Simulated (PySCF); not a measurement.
## MoH: everyday levels beside a composite calculation

PySCF; the state is a sextet (σ ↑, π ↑↑, δ ↑↑). The composite is CCSD(T) extrapolated to the basis-set limit from two correlation-consistent sets, with core-valence (CV) and scalar-relativistic (SR) terms as its label shows; it has no spin–orbit coupling and nothing beyond (T). Here it is CCSD(T)/CBS(TQ)+CV. It gives Re = 1.717 Å, ωe = 1759 cm⁻¹ and De = 2.44 eV to Mo (4d5 5s1) + H.

```tsv
level	basis	relativity	Re (Å)	ωe (cm⁻¹)	De (eV)
ROHF-CCSD	def2-TZVPP	scalar-relativistic core potentials	1.720	1776	2.33
LDA	def2-TZVPPD	scalar-relativistic core potentials	1.702	1819	2.92
PBE	def2-TZVPP	scalar-relativistic core potentials	1.713	1774	2.53
PBE	def2-TZVPPD	scalar-relativistic core potentials	1.713	1774	2.53
TPSS	def2-TZVPP	scalar-relativistic core potentials	1.721	1786	2.71
r²SCAN	def2-TZVPP	scalar-relativistic core potentials	1.715	1775	2.42
r²SCAN	def2-TZVPPD	scalar-relativistic core potentials	1.715	1774	2.42
PBE0	cc-pVDZ-PP/cc-pVDZ	scalar-relativistic core potentials	1.722	1771	2.34
LC-ωPBE	def2-TZVPP	scalar-relativistic core potentials	1.723	1774	2.41
B2PLYP	def2-TZVPP	scalar-relativistic core potentials	1.713	1795	2.53
```

Problem. Give the difference of each row from the composite.

Solution. 

```
    level               basis  ΔRe (pm)  Δωe (%)  ΔDe (eV)
ROHF-CCSD          def2-TZVPP      +0.3     +1.0     -0.11
      LDA         def2-TZVPPD      -1.5     +3.4     +0.48
      PBE          def2-TZVPP      -0.4     +0.9     +0.09
      PBE         def2-TZVPPD      -0.4     +0.9     +0.09
     TPSS          def2-TZVPP      +0.4     +1.5     +0.27
   r²SCAN          def2-TZVPP      -0.2     +0.9     -0.02
   r²SCAN         def2-TZVPPD      -0.2     +0.9     -0.02
     PBE0  cc-pVDZ-PP/cc-pVDZ      +0.5     +0.7     -0.10
  LC-ωPBE          def2-TZVPP      +0.6     +0.9     -0.03
   B2PLYP          def2-TZVPP      -0.4     +2.0     +0.09
```

Problem. Which rows come closest in De?

Solution. r²SCAN in def2-TZVPP (-0.02 eV); r²SCAN in def2-TZVPPD (-0.02 eV); LC-ωPBE in def2-TZVPP (-0.03 eV), counted from the composite.

Correlated steps freeze the inner cores (0 to 4 orbitals); shallow outer-core shells are correlated. The metal atom is held in its measured ground configuration; semilocal functionals can put another filling of s and d lower by some tenths of an eV, and De to that atom would be smaller. These are scalar-relativistic numbers at best; spin–orbit coupling would shift them, the dissociation energy most. B2PLYP dipoles, levels and charges come from its SCF part alone. The CCSD T1 diagnostic is raised in MoH, a sign that a single reference may not be enough there. With d or f electrons several states lie close, and the lowest PBE0 determinant need not be the measured ground state.
